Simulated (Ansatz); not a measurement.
Species: C2H4Si, charge 0, singlet. C2H4Si (ethynylsilane, SMILES C#C[SiH3]).
B3LYP-D3(BJ)/def2-TZVP minimum from Ansatz (a first-principles code):
```xyz
7

Si    -0.9406    -0.0969    -0.4761
C      0.6810     0.0702     0.3447
C      1.7520     0.1806     0.8869
H     -1.0532     0.9143    -1.5489
H     -1.0582    -1.4514    -1.0572
H     -2.0161     0.1117     0.5168
H      2.6972     0.2780     1.3653
```

Hartree-Fock and CCSD correlation energies in hartree (Ansatz). Open shells are spin-unrestricted; no spin-orbit coupling. Correlated methods leave the cores frozen. No relativity.

```json
[
 {"basis": "cc-pV(T+d)Z", "X": "3", "E(HF)": "-366.97995", "E(corr, CCSD)": "-0.45881"},
 {"basis": "cc-pV(Q+d)Z", "X": "4", "E(HF)": "-366.98866", "E(corr, CCSD)": "-0.48136"},
 {"basis": "cc-pV(5+d)Z", "X": "5", "E(HF)": "-366.99036", "E(corr, CCSD)": "withheld"}
]
```

Question: Fit E(corr) = E∞ + A/X³ to X = 3 and 4, predict X = 5, and compare with the run.

Answer: A = (-0.45881 - (-0.48136))/(1/27 - 1/64) = 1.0531; E∞ = -0.48136 - A/64 = -0.49782; at X = 5, E∞ + A/125 = -0.48939. The run gave -0.48830, 1.09 mEh above the prediction. The same form on X = 4 and 5 gives E∞ = -0.49558, 2.23 mEh above the first estimate.
